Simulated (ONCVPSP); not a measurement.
## What one change does to a pseudopotential (Mo, ONCV)

ONCVPSP 4.0.1 input, shortened (lines: element, Z, core and valence counts, functional; n l f; lmax; l rc ep ncon nbas qcut; lloc lpopt rc5 dvloc0; l nproj debl; icmod fcfact rcfact), PBE, fully relativistic:

```
  Mo 42.00    6    5        4      upf
    1    0    2.00
    2    0    2.00
    2    1    6.00
    3    0    2.00
    3    1    6.00
    3    2   10.00
    4    0    2.00
    4    1    6.00
    4    2    5.00
    5    0    0.50
    5    1    0.50
    2
    0    2.00    0.00    3    6    7.80
    1    2.40    0.00    4    8    6.20
    2    2.60    0.00    4    8    7.30
    4    3    1.85    3.00
    0    2    0.50
    1    3    0.40
    2    2    2.60
    0    0.00    0.00
```

Open shells are filled in proportion to 2j + 1.

Change: p: rc 1.64; local potential polynomial inside 1.64 bohr (lpopt 3, dvloc0 3 Ha).

Cutoffs: the cutoffs (Ha) at which the residual kinetic energy of the hardest occupied pseudo-wave falls to 1 and 0.1 mHa per electron; they do not see the model core or the augmentation charge, which bear on the density cutoff. Errors are all-electron minus pseudo energies relative to the spin-unpolarised reference configuration.

Question: How do hardness, ghosts and transferability respond?

Answer: The potential gets neither clearly harder nor softer (15 Ha and 19 Ha → 15 Ha and 19 Ha); of the 4 tests that both files solve, the error grows in 1 and shrinks in 0 by more than 15 % and 0.3 meV (median size 0.7 → 0.7 meV); the range in which the s phases agree widens (upper end 3.8 → at the end of the scan); neither file shows a bound ghost.

```tsv
quantity	base	changed
cutoff, loose	15 Ha	15 Ha
cutoff, tight	19 Ha	19 Ha
loose cutoff by channel	s 15 Ha, p 12 Ha, d 15 Ha	s 15 Ha, p 12 Ha, d 15 Ha
bound ghosts	none	none
GHOST(+) flags under 300 eV	none	none
error for 4s2 4p6 4d5 5s1 5p0, meV [ΔE -1.54 eV]	0.0	0.0
error for 4s2 4p6 4d5 5s0 5p0, meV [ΔE 5.35 eV]	+0.2	+0.2
error for 4s2 4p6 4d4 5s0 5p0, meV [ΔE 20.81 eV]	+1.7	+2.1
error for 4s2 4p6 4d6 5s0 5p0, meV [ΔE -0.78 eV]	+1.2	+1.2
s: phases at 2.03 bohr within 0.05 rad from the reference energy up to (Ha; the scan ends near 5)	3.8	to the end of the scan
d5/2: phases at 2.64 bohr within 0.05 rad from the reference energy up to (Ha; the scan ends near 5)	4.6	4.6
d3/2: phases at 2.64 bohr within 0.05 rad from the reference energy up to (Ha; the scan ends near 5)	4.5	4.6
```
